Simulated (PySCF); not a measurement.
O2Si, SMILES [O][Si]=O (connectivity only; charge and spin as stated), charge -1, multiplicity 2. The structure is a stationary point at PBE-D3(BJ)/def2-TZVPD. The isomer is the one that the SMILES or the coordinates give; other isomers of the formula were not compared.

Computed with PBE-D3(BJ)/def2-TZVPD (PySCF 2.14.0).

Harmonic wavenumbers (cm⁻¹): 309, 889, 1156. Rotational constants (GHz): 110.7, 7.280, 6.831; symmetry number 2.

Work out the zero-point energy and the ideal-gas rigid-rotor harmonic-oscillator thermochemistry at 298.15 K and 1 atm.

ZPE = ½ Σ hcν = ½ × 2355 cm⁻¹ = 14.08 kJ/mol. H − E(el) = 25.27 kJ/mol. Entropy in J/(mol K): translation 159.83, rotation 84.59, vibration 6.54, spin 5.76, total 256.72. G − E(el) = -51.27 kJ/mol. Cp = 43.33 J/(mol K).
